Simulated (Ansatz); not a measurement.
Total energies of Cl$_{2}$F$_{3}$Ta (`[F][Ta]([F])([F])([Cl])[Cl]`).

| atom | x (Å) | y (Å) | z (Å) |
| --- | --- | --- | --- |
| F1 | 1.093 | 1.334 | -0.745 |
| Ta2 | 0.001 | -0.025 | -0.056 |
| F3 | 0.016 | -0.783 | -1.741 |
| F4 | -1.091 | -1.449 | 0.487 |
| Cl5 | 1.564 | -0.563 | 1.503 |
| Cl6 | -1.583 | 1.487 | 0.552 |

The species carries charge 0 and has multiplicity 1. Correlated methods include outer-core shells of Ta, which these sets cover unevenly. Ta takes the def2 core potential. All single points use the PBE0-D4/def2-TZVP geometry. Basis def2-TZVPP, Ansatz 0.2.0.

RPA on PBE orbitals: Hartree–Fock energy of these orbitals -1274.09371 Eh, correlation -2.30024 Eh (frozen core).

```json
{"functional": "BHLYP", "energy without D4 (Eh)": "-1277.22507", "D4 term (kJ/mol)": "-22.2"}
{"functional": "ωB97X-V", "energy without D4 (Eh)": "-1277.19164", "D4 term (kJ/mol)": "–"}
```

Q: Give the same for LDA (SPW92), PBE, revPBE, BLYP, r2SCAN, B97M-V, PBE0, B3LYP, r2SCANh, r2SCAN0, HSE06 (plane-wave form), CAM-B3LYP, LC-ωPBE, ωB97M-V, B2PLYP, PBE-QIDH. (An estimate is asked.)

A: The calculation gave: 
| functional | energy without D4 (Eh) | D4 term (kJ/mol) |
| --- | --- | --- |
| LDA (SPW92) | -1272.50834 | – |
| PBE | -1276.84807 | -15.4 |
| revPBE | -1277.25283 | -36.8 |
| BLYP | -1277.43336 | -32.2 |
| r2SCAN | -1277.32599 | -3.7 |
| B97M-V | -1277.13006 | – |
| PBE0 | -1276.86122 | -13.3 |
| B3LYP | -1277.50955 | -25.0 |
| r2SCANh | -1277.27902 | -4.0 |
| r2SCAN0 | -1277.21116 | -4.5 |
| HSE06 (plane-wave form) | -1276.83319 | -12.6 |
| CAM-B3LYP | -1277.38056 | -13.9 |
| LC-ωPBE | -1277.06464 | – |
| ωB97M-V | -1277.26395 | – |
| B2PLYP | -1276.94189 | – |
| PBE-QIDH | -1276.57025 | – |

B3LYP takes the VWN-RPA correlation (the form of Gaussian; ORCA's B3LYP/G). HSE06 is the plane-wave form, built on full-range PBE exchange. The double hybrids freeze the cores in their second-order part.

LC-ωPBE has ω = 0.4 bohr⁻¹.
